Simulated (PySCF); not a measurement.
C3H2F3O, SMILES [CH]=C(O)C(F)(F)F, multiplicity 2. Atoms are numbered in the order given.

```xyz
9

C      1.3280     1.5461     0.0000
C      0.1429     0.9571     0.0000
O     -1.0755     1.5548     0.0000
C     -0.0087    -0.5547     0.0000
F     -0.6839    -0.9716    -1.0830
F     -0.6839    -0.9716     1.0830
F      1.1896    -1.1592     0.0000
H      2.3784     1.2751     0.0000
H     -0.9432     2.5167     0.0000
```
Charge 0, spin multiplicity 2.

The structure is a stationary point at TPSSh-D3(BJ)/def2-SVP. The isomer is the one that the SMILES or the coordinates give; other isomers of the formula were not compared. The values are those of a single conformer.

Calculation: PBE/def2-TZVP run with PySCF.

The total energy comes out as -489.88529 hartree and the point group comes out as Cs. The α spin, highest occupied and lowest empty level comes out as -6.59 and -1.41 eV. The β spin, highest occupied and lowest empty level is -6.31 and -4.24 eV, the dipole moment is 2.36 D and the quadrupole, principal values (traceless, Buckingham form, about the centre of nuclear charge) is -4.73, -0.93, 5.67 D·Å. The mean static polarisability comes out as 43.3 bohr³ (6.42 Å³). The polarisability, principal values is 32.7, 43.1, 54.2 bohr³ and the ⟨S²⟩ comes out as 0.759 (pure state 0.75).
